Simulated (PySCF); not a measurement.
**From computed data to an observable: entropy of an ideal gas**

AlH₃OS, SMILES [OH][AlH][SH].

The structure is a stationary point at TPSSh-D3(BJ)/def2-TZVP. One conformer was computed; it need not be the lowest.

PySCF with TPSSh-D3(BJ)/def2-TZVP gives the harmonic wavenumbers 177, 271, 327, 482, 483, 537, 645, 698, 865, 1974, 2678, 3883 cm⁻¹ and the rotational temperatures 1.0800, 0.1731, 0.1492 K. The molar mass is 78.06 g/mol, the symmetry number 1, the spin multiplicity 1.

**Question.** Work out the entropy at 298.15 K and 1 atm in the rigid-rotor, harmonic-oscillator model.

**Answer.** 
Translation (Sackur–Tetrode at 1 atm): S = R[1.5 ln M + 2.5 ln T − 1.16487] = 163.1 J/(mol K).
Rotation: q = (√π/σ) T^1.5/√(θA θB θC) = 54600, S = R[ln q + 3/2] = 103.2 J/(mol K).
Vibration: with u = 1.4388 ν/T, each mode gives R[u/(e^u − 1) − ln(1 − e^−u)]:
```tsv
ν (cm⁻¹)	modes	u	S (J/(mol K))
177	1	0.85	9.87
271	1	1.31	6.65
327	1	1.58	5.33
482	1	2.33	2.95
483	1	2.33	2.94
537	1	2.59	2.39
645	1	3.11	1.58
698	1	3.37	1.29
865	1	4.17	0.67
1974	1	9.53	0.01
```
The stiffer modes add less than 0.005 each. Sum 33.7 J/(mol K).
Spin: R ln 1 = 0.0 J/(mol K).
Total 299.9 J/(mol K); the program's own thermochemistry gives 300.0. Translation makes up 54 % and vibration 11 %. Anharmonicity, hindered rotation and orbital degeneracy are left out.
